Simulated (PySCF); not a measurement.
## From a computed spectrum to the compound

A species of 9 atoms with charge 0 has these harmonic modes (PBE0, small Gaussian bases with core potentials, PySCF 2.14.0):

| cm⁻¹ | km/mol |
| --- | --- |
| 139 | 0.8 |
| 139 | 0.8 |
| 139 | 0.7 |
| 143 | 0.0 |
| 143 | 0.0 |
| 252 | 0.0 |
| 254 | 0.1 |
| 254 | 0.1 |
| 324 | 2.9 |
| 325 | 0.0 |
| 342 | 468.1 |
| 342 | 463.8 |
| 342 | 463.7 |
| 632 | 271.2 |
| 633 | 274.0 |
| 633 | 274.0 |
| 674 | 0.0 |
| 4008 | 274.0 |
| 4008 | 274.0 |
| 4008 | 269.5 |
| 4012 | 0.0 |

(1) Which species is it, and in which structure?

## Answers

(1) Ce(OH)4 (singlet):
```xyz
9

Ce    0.0000    0.0000    0.0000
O     1.3090    1.0723    1.1944
H     1.9089    1.5775    1.7430
O    -1.3090   -1.0723    1.1944
H    -1.9089   -1.5775    1.7430
O     1.0723   -1.3090   -1.1944
H     1.5775   -1.9089   -1.7430
O    -1.0723    1.3090   -1.1944
H    -1.5775    1.9089   -1.7430
```
Ideal gas at 298.15 K and 1 bar: S = 391.1 J/(mol K), Cp = 144.7 J/(mol K), H − H(0 K) = 28.8 kJ/mol (rigid rotor, harmonic modes, spin degeneracy alone). The run didn't use the full symmetry, so degenerate modes split by noise. 
 This is one of several that fit.
